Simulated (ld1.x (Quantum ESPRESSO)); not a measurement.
Which change was made? (P, TM semilocal)

```json
{
  "Element": "P (Z = 15)",
  "Generator": "ld1.x (Quantum ESPRESSO) 7.5",
  "Type": "norm-conserving Troullier–Martins (semilocal form)",
  "Functional": "LDA (PZ)",
  "Relativity": "non-relativistic",
  "Frozen core": "[Ne]",
  "Valence charge": "5",
  "Reference configuration": "3s2 3p1 (charge +2)",
  "Partial waves": "3s (bound): rc 1.55 bohr; 3p (bound): rc 1.45 bohr",
  "Local potential": "the p channel",
  "Core correction": "none"
}
```

Cutoffs, loose and tight: the cutoffs (Ry, on a coarse ladder) from which the occupation-weighted sum of valence levels, in a spherical-Bessel basis at the reference potential, stays within 10 and 1 mRy of its value at 400 Ry. They do not see the model core or the augmentation charge, which bear on the density cutoff. Test errors are all-electron minus pseudo excitation energies from the reference, over the configurations 3s2 3p3; 3s2 3p2; 3s2 3p0; 3s2 3p3.3; 3s2 3p2.5; 3s1 3p3; 3s1 3p4 (two spin-polarised tests are not counted in the largest error); variants that change the core or the reference have their own tests.

The base gives: outcome: generated; cutoff, loose: 35 Ry; cutoff, tight: 50 Ry; bound ghosts: none; largest test error (meV): +44.

Question: After one change the result is: outcome: generated; cutoff, loose: 25 Ry; cutoff, tight: 45 Ry; bound ghosts: none; largest test error (meV): +49. Which change was it?
A. all radii scaled by about 1.34 (s 2.08, p 1.94 bohr)
B. all radii scaled by about 1.16 (s 1.80, p 1.68 bohr)
C. all radii scaled by about 0.75 (s 1.16, p 1.08 bohr)

Answer: B. The others give: all radii scaled by about 0.75 (s 1.16, p 1.08 bohr) → outcome: generated; cutoff, loose: 120 Ry; cutoff, tight: 230 Ry; bound ghosts: none; largest test error (meV): +62 | all radii scaled by about 1.34 (s 2.08, p 1.94 bohr) → outcome: generated; cutoff, loose: 15 Ry; cutoff, tight: 35 Ry; bound ghosts: none; largest test error (meV): +67.
